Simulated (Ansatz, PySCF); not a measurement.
Process, species as SMILES: Cl[Si]Cl -> Cl[Si]Cl as doublet, charge +1 + e-
Structures are relaxed separately at B3LYP-D3(BJ)/def2-TZVP in Ansatz (a quantum-chemistry and plane-wave program). Unstable Hartree-Fock reference: Cl[Si]Cl. A spin state is the lowest found, not a proven ground state.

Property: adiabatic ionisation energy (0 K, with B3LYP-D3(BJ) harmonic zero-point energies from PySCF), in eV. Cores are frozen in the correlated levels unless marked. Open shells are spin-unrestricted. No spin-orbit coupling. No relativistic terms. Basis-set limits of correlation are two-point, X^-3; Hartree-Fock from the larger set.

CCSD(T)/CBS(cc-pV(T+d)Z,cc-pV(Q+d)Z) (Ansatz) gives 9.66 eV.

Q: Another calculation gave 9.58 eV. Which level was it?
(A) M06-L/def2-TZVPD (PySCF)
(B) HF/def2-TZVPD (PySCF)
(C) PBE/def2-TZVPD (Ansatz)
(D) B3LYP/def2-TZVPD (Ansatz)

A: D, B3LYP/def2-TZVPD (Ansatz). The others give 9.41 (PBE), 8.59 (HF), 9.30 (M06-L) eV.
